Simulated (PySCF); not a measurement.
**How good is the calculation?**

Cartesian coordinates in Å; atom numbers follow the order of the lines, from 1:
```xyz
14

N     2.252   -0.329   -0.024
C     0.891   -0.158   -0.025
C     0.022   -1.247   -0.126
C    -1.346   -1.077   -0.058
C    -1.890    0.185    0.110
C    -1.051    1.282    0.209
C     0.317    1.107    0.141
Cl    1.358    2.498    0.256
H     2.606   -1.181   -0.424
H     2.804    0.498   -0.186
H     0.443   -2.234   -0.257
H    -1.992   -1.938   -0.139
H    -2.959    0.319    0.164
H    -1.455    2.274    0.337
```

Measured values that the calculation should reproduce: δ ¹³C C7 117.0 ppm (measured; solution, DMSO-d6; Viesser, Ducati, Tormena, Autschbach, PCCP 2018 (ESI)).
δ ¹³C C7 119.5 ppm (measured; solution, CDCl3; Viesser, Ducati, Tormena, Autschbach, PCCP 2018 (ESI)).

PySCF 2.14.0 with density-fitted response routines calculation with shielding tensors at PBE0/pcSseg-1 (GIAO) and GFN2-xTB structure; one conformer, no solvent, relativity neglected, equivalent nuclei averaged.

Q: Set the calculated values beside the experiment.

A: 
Reference values: measured (solution, DMSO-d6; Viesser, Ducati, Tormena, Autschbach, PCCP 2018 (ESI)).
```
atoms  quantity  reference  computed  computed, scaled
   C7     δ ¹³C      117.0     126.5             115.6
```

Reference values: measured (solution, CDCl3; Viesser, Ducati, Tormena, Autschbach, PCCP 2018 (ESI)).
| atoms | quantity | reference | computed | computed, scaled |
| --- | --- | --- | --- | --- |
| C7 | δ ¹³C | 119.5 | 126.5 | 115.6 |

Computed shifts are σ(ref) − σ with the named reference compound (TMS for H and C) calculated as an isolated molecule at the same level. The measured values may be among those fitted. Shieldings were converted by linear fits to measured shifts (mostly CDCl3, TMS scale, for H and C): ¹³C (scatter 2.1 ppm rms, 2.3 ppm with the 13 outliers that the fit left out, with a fitted term for attached Cl). Occasional misses reach two or three times the rms, and more in compound classes unlike the fitted ones.

Q: How far are the unscaled ¹³C shifts from the references?

A: Mean signed difference +8.25 ppm, mean absolute 8.25 ppm over 2 comparisons; the largest is +9.5 ppm at C7 (aromatic carbon bearing chlorine).

Carbons that carry Cl, above all several Cl atoms, come out too deshielded, partly because spin–orbit coupling is missing.
